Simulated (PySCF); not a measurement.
## Selenium: a sound run and one with changed settings

Sound run: Se⁺ [Ar] 3d10 4s2 4p3, Se²⁺ [Ar] 3d10 4s2 4p2. Calculation: PySCF 2.14, in cc-pVTZ-PP with ECP10MDF; scalar relativity through the core potential. The sound run starts from symmetry-adapted Hartree-Fock orbitals and uses a fine grid where one is needed.

Changed run: basis STO-3G, all-electron and non-relativistic. This setting is unsound on purpose.

```tsv
species	method	sound run (hartree)	changed run (hartree)	converged
Se⁺	UHF	-371.54804	-2373.29984	yes
Se⁺	BP86	-372.92172	-2374.68796	yes
Se⁺	M06-L	-372.81030	-2374.58455	yes
Se²⁺	UHF	-370.78217	-2372.53530	yes
Se²⁺	BP86	-372.13832	-2373.90537	yes
Se²⁺	M06-L	-372.03664	-2373.78741	yes
```

Ionisation energy of Se⁺:

| method | sound run (eV) | changed run (eV) |
| --- | --- | --- |
| UHF | 20.840 | 20.804 |
| BP86 | 21.317 | 21.296 |
| M06-L | 21.052 | 21.691 |

A minimal basis cannot let orbitals breathe on ionisation and holds almost no correlation. The Hamiltonian changed with the basis, so the totals do not compare.

For comparison, NIST gives 21.196 ± 0.01 eV between the lowest levels.
